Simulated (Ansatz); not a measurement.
BGaH4O (`B[O][GaH2]`). Charge 0, multiplicity 1. The structure was optimised at the PBE0-D4/def2-TZVP level.

```xyz
7

B     0.171   -0.819    1.233
O    -0.208    0.148    0.400
Ga   -0.197    0.862   -1.239
H     0.860   -1.733    0.846
H    -0.186   -0.768    2.383
H     0.942    1.892   -1.483
H    -1.384    0.418   -2.140
```

Task: What is the dipole moment at ωB97M-V/def2-TZVPP? (An estimate is asked.)

Result: Computed: 2.24 D, with components (-0.01, 0.93, -2.03) D in this frame, pointing from negative to positive charge.

Task: And with PBE, r2SCAN, B3LYP? (Estimate.)

Result: The calculation gave: PBE 2.14 D, r2SCAN 2.13 D, B3LYP 2.16 D.

Task: Give the Mulliken charges with ωB97M-V, r2SCAN, B3LYP in def2-TZVPP. (Best estimate.)

Result: Computed: 
```
atom  ωB97M-V  r2SCAN  B3LYP
  B1     0.05    0.18   0.09
  O2    -0.36   -0.37  -0.33
 Ga3     0.33    0.39   0.35
  H4     0.01   -0.06  -0.02
  H5     0.01   -0.05  -0.02
  H6    -0.01   -0.05  -0.04
  H7    -0.01   -0.05  -0.04
```

B3LYP here is the variant with VWN-RPA as its local correlation; programs differ in this.
